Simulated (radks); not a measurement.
The numbers below are computed, except where a source is named.
Neutral vanadium, 23 electrons, occupied as [Ar] 3d3 4s2 (the NIST ground configuration).

Level of theory: scalar-relativistic Kohn-Sham, PBEsol, spin-unpolarised, spherical densities, finite nucleus; Fermi nuclear charge, rms radius 3.6002 fm (a radial shooting solver on a logarithmic mesh with Libxc functionals).

Energy parts (Ry):
total: -1895.96595
kinetic: 1913.27471
electron-nucleus: -4514.86116
Hartree: 793.75435
exchange-correlation: -88.13385

Orbitals (lengths in bohr, moments of r in powers of bohr; <r^-3> diverges for s and p1/2):
| orbital | occ. | eigenvalue (Ry) | <r^4> | <r^2> | <r^-3> |
|---|---|---|---|---|---|
| 1s | 2 | -393.8319 | 0.00009096 | 0.005946 | - |
| 2s | 2 | -44.23788 | 0.02225 | 0.1125 | - |
| 2p | 6 | -36.95439 | 0.01765 | 0.09270 | 310.2 |
| 3s | 2 | -5.14743 | 1.760 | 1.040 | - |
| 3p | 6 | -3.23004 | 2.635 | 1.221 | 36.70 |
| 3d | 3 | -0.38102 | 24.38 | 2.854 | 2.546 |
| 4s | 2 | -0.34662 | 279.4 | 12.87 | - |

The highest occupied level is 4s at -4.716 eV. The density falls to 0.001 e/bohr^3 at r = 4.73 bohr. The electron density at the nucleus is 9925 e/bohr^3 (large components only). For comparison, the ionisation energy in NIST's Atomic Spectra Database is 6.746 eV (measured). In exact Kohn-Sham theory the highest level is minus the ionisation energy, but local and semilocal functionals leave it too shallow, through self-interaction and a potential that decays too fast; potentials with the right tail come closer.

Beside tabulated values, note that spin-unpolarised runs miss the spin-polarisation part of the exchange energy of open shells.
